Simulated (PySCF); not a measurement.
Argon: highly charged ions in a basis for the neutral atom

Ar¹²⁺ [He] 2s2 2p2, Ar¹³⁺ [He] 2s2 2p1. Calculation: PySCF 2.14, in x2c-TZVPall (5s5p2d1f, 37 functions); scalar relativity by spin-free X2C-1e. No spin-orbit coupling, so a gap to NIST mixes the basis error with missing relativistic terms.

Changed run: basis of the neutral atom used for a highly charged ion. This setting is unsound on purpose.

| species | method | sound run (hartree) | changed run (hartree) | converged |
| --- | --- | --- | --- | --- |
| Ar¹²⁺ | UHF | not run | -431.96323 | yes |
| Ar¹²⁺ | MN15 | not run | -432.26367 | yes |
| Ar¹²⁺ | B3LYP | not run | -432.11189 | yes |
| Ar¹³⁺ | UHF | not run | -406.66544 | yes |
| Ar¹³⁺ | MN15 | not run | -406.93897 | yes |
| Ar¹³⁺ | B3LYP | not run | -406.77725 | yes |

Ionisation energy of Ar¹²⁺:

| method | changed run (eV) | NIST (eV) |
| --- | --- | --- |
| UHF | 688.39 | 685.5 ± 0.3 |
| MN15 | 689.12 | 685.5 ± 0.3 |
| B3LYP | 689.39 | 685.5 ± 0.3 |

The contracted functions were made for the neutral atom and can be too rigid for a highly charged ion.
